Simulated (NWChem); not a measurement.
System: VH3O4; SMILES [OH][V]([OH])(=[O])[OH]

Here is an NWChem input.

```
start job
memory heap 200 mb stack 900 mb global 1100 mb
geometry units angstroms noautosym nocenter noautoz
  V      0.000000     0.000000    -0.100956
  O      0.000000     0.000000     1.445606
  O     -0.830863     1.431761    -0.672935
  H     -1.204582     2.075552    -0.060080
  O     -0.824510    -1.435429    -0.672935
  H     -1.195190    -2.080975    -0.060080
  O      1.655373     0.003668    -0.672935
  H      2.399772     0.005423    -0.060080
end
basis spherical
  * library def2-svpd
end
dft
  xc xcamb88 1.00 lyp 0.81 vwn_5 0.19 hfexch 1.00
  cam 0.33 cam_alpha 0.19 cam_beta 0.46
  iterations 150
end
property
  response 1 0.0
end
task dft property
```

Structure relaxed at the PBE0/def2-SVP level.

Static field.

Q: Predict the main results of this run. (CAM-B3LYP/def2-SVPD.) Quantities: isotropic polarisability (bohr³); anisotropy (bohr³).

A: 
```yaml
isotropic polarisability (bohr³): 50.2
anisotropy (bohr³): 5.3
```
